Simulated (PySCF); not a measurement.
**OsO3: breathing scan**

These are results of PBE in PySCF with Os def2-SVP with ECP60, O def2-SVP; scalar-relativistic core potentials, no spin–orbit coupling; density-fitted integrals, not measurements.

Rigid scan from the singlet minimum (Os–O 1.710 Å (×3); O–Os–O 120.0° (×3)). Coordinate: all bonds to the central atom scaled together. Energies in kJ/mol from the minimum.

(1) Predict the curve at 0.88, 0.92, 0.96, 1.00, 1.04, 1.08, 1.14, 1.22, 1.35.

Answers

(1) 
```tsv
scale of all bonds to the centre	E (kJ/mol)
0.88	534.4
0.92	206.2
0.96	44.9
1.00	0.0
1.04	34.7
1.08	122.2
1.14	311.7
1.22	610.4
1.35	1089.2
```

At long bonds a restricted determinant can lie too high, and another spin state can fall below this curve.

With an element this heavy the missing spin–orbit coupling can shift these numbers.

The scan took roughly 2 core-minutes on a shared host.
